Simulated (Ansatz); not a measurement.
`C[O][SnH3]` → `[SnH4]` + `C=O` at 500 K and 1 bar (β-hydride elimination).

Isolated molecules relaxed with PBE0-D4/def2-TZVP in Ansatz; ΔE leaves out vibrations. CCSD(T)/CBS adds triple-zeta CCSD(T) − MP2 to the extrapolated MP2 energy (def2 sets, frozen cores). This one scheme is used for every species. Elements past krypton have def2 core potentials. For Sn outer-core shells are correlated without core-valence functions, which leaves a few kJ/mol of doubt a bond.

| species | CCSD(T)/CBS energy (Eh) | H − E (kJ/mol) | S (J/(mol·K)) |
| --- | --- | --- | --- |
| `C[O][SnH3]` | -330.83288 | 199.9 | 376.8 |
| `[SnH4]` | -216.39156 | 91.5 | 258.6 |
| `C=O` | -114.39408 | 87.9 | 238.5 |

H − E and S are ideal-gas, rigid-rotor, harmonic terms from PBE0-D4/def2-TZVP. 1 Eh = 2625.50 kJ/mol, R = 8.31446 J/(mol·K).

**Question.** By hand: ΔE, ΔH, ΔS and ΔG.

**Answer.** ΔE = (-216.39156) + (-114.39408) − (-330.83288) = 0.04724 Eh = 124.0 kJ/mol. Δ(H − E) = 91.5 + 87.9 − 199.9 = -20.5, so ΔH = 103.5 kJ/mol. ΔS = 258.6 + 238.5 − 376.8 = 120.3 J/(mol·K). ΔG = 103.5 − 500 × (120.3)/1000 = 43.4 kJ/mol.

**Question.** By hand: the equilibrium constant, and the temperature at which ΔG would vanish if ΔH and ΔS stayed fixed.

**Answer.** log₁₀ K = −ΔG/(RT ln 10) = -4.5. ΔG = 0 at ΔH/ΔS = 860 K.

The number of gas molecules changes by +1, which sets the sign of ΔS. A doubt of 5 kJ/mol in ΔE shifts log₁₀ K by 0.5 here. These are equilibria of isolated gas molecules and say nothing of rates. Largest T1 diagnostic: 0.015 (customary marks: 0.02 for closed shells, 0.045 for open ones).
